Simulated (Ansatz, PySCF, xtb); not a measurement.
Process, species as SMILES: CC(C)([SeH])[SeH] → CCC([SeH])[SeH]
Structures are relaxed separately at B3LYP-D3(BJ)/def2-TZVP in Ansatz (an electronic-structure program), one conformer each, not searched for the lowest. Frequencies are from Ansatz or PySCF.

Property: isomerisation energy (enthalpy at 298 K, with B3LYP-D3(BJ) rigid-rotor harmonic-oscillator terms), in kcal/mol. Correlated levels leave the core frozen unless marked. Spin-orbit coupling is left out. The frozen core is the preceding noble-gas configuration, with the filled d and f shells of earlier blocks. No relativistic terms. CBS marks a two-point X^-3 extrapolation of the correlation energy; Hartree-Fock from the larger set.

```json
[
 {"level": "GFN1-xTB", "program": "xtb", "isomerisation energy (kcal/mol)": "3.6"},
 {"level": "HF/aug-cc-pVTZ", "program": "Ansatz", "isomerisation energy (kcal/mol)": "0.3"},
 {"level": "HF/aug-cc-pVQZ", "program": "Ansatz", "isomerisation energy (kcal/mol)": "0.3"},
 {"level": "MP2/aug-cc-pVTZ", "program": "Ansatz", "isomerisation energy (kcal/mol)": "3.2"},
 {"level": "MP2/cc-pVQZ", "program": "Ansatz", "isomerisation energy (kcal/mol)": "3.0"},
 {"level": "CCSD(T)/STO-3G", "program": "Ansatz", "isomerisation energy (kcal/mol)": "0.2"},
 {"level": "CCSD(T)/CBS(cc-pVTZ,cc-pVQZ)", "program": "Ansatz", "isomerisation energy (kcal/mol)": "2.1"}
]
```
